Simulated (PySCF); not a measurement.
Computed shifts of a molecule C4H9B, PBE0/pcSseg-1 run with PySCF, GIAO, gas phase, atoms alike by connectivity averaged where their shifts nearly agree, in ppm (number of nuclei): ¹³C: 152.9 (1), 151.9 (1), 17.8 (1), 11.1 (1). ¹H: 7.16 (1), 7.07 (1), 6.89 (1), 1.21 (6). References: ¹¹B against BF3 (σ = 88.8 ppm); ¹³C against TMS (σ = 186.3 ppm); ¹H against TMS (σ = 31.56 ppm), references at their B3LYP-D3(BJ)/def2-TZVP geometries, non-relativistic. Coordinates come from a B3LYP-D3(BJ)/def2-SVP optimisation. Other conformers were not sampled.

Q: Which molecule gave these data?
A) C=CCBC
B) C=CBCC
C) C=CB(C)C

A: C, C=CB(C)C
